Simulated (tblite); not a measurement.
Question: What does the GFN2-xTB structure of `C(#C)P(C(C)=C)CC` look like in three dimensions?

Answer: 
```
atom  x, y, z in Å
C1     0.0215    3.0350    0.0046
C2     0.0411    1.8607    0.2663
P3     0.2026    0.2048    0.8628
C4     1.2929   -0.4264   -0.5270
C5     2.6793    0.1981   -0.4588
C6    -1.3855   -0.5105    0.2595
C7    -2.3186    0.1981   -0.3581
C8    -1.5563   -1.9588    0.6064
H9    -0.0280    4.0478   -0.2741
H10    1.3698   -1.5120   -0.4206
H11    0.8143   -0.2059   -1.4856
H12    3.3079   -0.1790   -1.2639
H13    2.6135    1.2810   -0.5488
H14    3.1567   -0.0357    0.4911
H15   -2.1900    1.2444   -0.5791
H16   -3.2530   -0.2474   -0.6652
H17   -0.7907   -2.5644    0.1208
H18   -1.4541   -2.0988    1.6829
H19   -2.5335   -2.3218    0.2943
```

Any rigid rotation of these coordinates is as good. Atoms count from 1 in this order. Of the pairs four or more bonds apart, C2···H15 is among the closest relative to their van der Waals radii: 2.46 Å, 85 % of the sum of Bondi's values. The C–P distances run from 1.767 Å (C2–P3, drawn single) to 1.876 Å (P3–C4, drawn single), a spread of 0.109 Å. The 4 C–C bonds span 1.203 Å (C1≡C2, drawn triple) to 1.522 Å (C4–C5, drawn single), a spread of 0.319 Å. P3 (phosphine phosphorus) is pyramidal (angles 100.0°, 97.3° and 96.8°, sum 294.2°, 0.89 Å off the plane of its three neighbours).

Bonds between heavy atoms (Å): C1≡C2 1.203, C2–P3 1.767, P3–C4 1.876, C4–C5 1.522, P3–C6 1.843, C6=C7 1.325, C6–C8 1.499.

Structure optimised with GFN2-xTB, isolated species.

Point group: C1 (no symmetry element, even within 0.4 Å). Its GFN2-xTB frequencies are all real (lowest 16 cm⁻¹). The numbers are those of one conformer (C2–P3–C4–C5 69°, C2–P3–C6–C7 -4°). 2 starts were optimised and ended at 0.00 and 0.07 kcal/mol (GFN2-xTB); the lowest of these is shown.

These are computed values.
